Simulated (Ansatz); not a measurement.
`CC[CH2][AlH][F]` + `CC(C)NC(C)(C)C` → `CC(C)[NH][AlH][F]` + `CCCC(C)(C)C`  (formal exchange of groups at the Al–C bond)

Calculated with Ansatz (gas phase, PBE0-D4/def2-TZVP geometries, no zero-point term in ΔE). CCSD(T)/CBS adds triple-zeta CCSD(T) − MP2 to the extrapolated MP2 energy (def2 sets, frozen cores). Functionals use def2-TZVPP. B3LYP here is the variant with VWN-RPA as its local correlation; programs differ in this. One conformer a species, not always the lowest.

(1) Is it downhill or uphill in electronic energy at CCSD(T)/CBS, and by how much? (An estimate is asked.)

(2) What do these levels give: PBE-D4, ωB97M-V, r2SCAN, PBE0, B3LYP, SCS-MP2/def2-TZVPP, CCSD/def2-TZVPP, HF/def2-QZVPP, MP2/def2-QZVPP, SCS-MP2/def2-QZVPP, MP2/CBS(def2), CCSD/CBS(def2)? (Best estimate.)

Largest T1 diagnostic among the species: 0.011.

Answers

(1) The calculation gave: Downhill: ΔE = -136.9 kJ/mol.

(2) The calculation gave: PBE-D4 -125.6, ωB97M-V -131.4, r2SCAN -134.8, PBE0 -130.3, B3LYP -135.0, SCS-MP2/def2-TZVPP -142.0, CCSD/def2-TZVPP -138.9, HF/def2-QZVPP -143.7, MP2/def2-QZVPP -141.6, SCS-MP2/def2-QZVPP -142.1, MP2/CBS(def2) -141.2, CCSD/CBS(def2) -138.6 kJ/mol.

From PBE to PBE0 (25 % exact exchange), in def2-TZVPP and without D4, ΔE moves by −3.4 kJ/mol.
